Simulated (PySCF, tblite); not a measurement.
Isomers of C5H12SSi3, one GFN2-xTB conformer each. Single-point energies are computed at PBE0/pcSseg-1 (PySCF, gas phase, no added dispersion term), electronic only.

Question: Rank them by PBE0/pcSseg-1 energy, lowest first (kcal/mol).
A. `[CH:1]#[C:2][SiH2:3][C@@H:4]1[CH2:5][CH2:6][S:7][SiH2:8][SiH2:9]1` with C2–Si3–C4–C5 -173°, Si3–C4–C5–C6 165°, C4–C5–C6–S7 88°, C5–C6–S7–Si8 -71°, C6–S7–Si8–Si9 46°
B. `[CH:1]#[C:2][SiH2:3][Si@H:4]1[CH2:5][C@H:6]([S:7][SiH3:8])[CH2:9]1` with C2–Si3–Si4–C5 -37°, C5–C6–S7–Si8 76°, Si3–Si4–C5–C6 96°, Si4–C5–C6–S7 141°, C5–C6–C9–Si4 -19°, Si3–Si4–C9–C6 -94°

Answer: A (0.0), B (19.9).

As drawn, the higher has a four-membered ring, which the lower lacks. GFN2-xTB itself gives, in the same order: 0.0, 10.6. Both levels put the same isomer lowest.

Question: Which frontier levels, dipoles and rotational constants go with these structures?

Answer: 
| SMILES | HOMO (eV, PBE0/pcSseg-1) | LUMO (eV) | dipole (D) | A, B, C (MHz) |
| --- | --- | --- | --- | --- |
| C#C[SiH2][C@@H]1CCS[SiH2][SiH2]1 | -6.64 | -0.57 | 1.98 | 1709, 462.0, 385.4 |
| C#C[SiH2][Si@H]1C[C@H](S[SiH3])C1 | -6.70 | -0.52 | 1.44 | 1361, 450.9, 375.5 |

Question: What happens when harmonic zero-point energies from GFN2-xTB frequencies are added?

Answer: 
```csv
SMILES,ZPE (kcal/mol),electronic (kcal/mol),with ZPE (kcal/mol)
C#C[SiH2][C@@H]1CCS[SiH2][SiH2]1,89.3,0.0,0.0
C#C[SiH2][Si@H]1C[C@H](S[SiH3])C1,88.3,19.9,19.0
```

The zero-point energies span 1.0 kcal/mol. The order is unchanged.
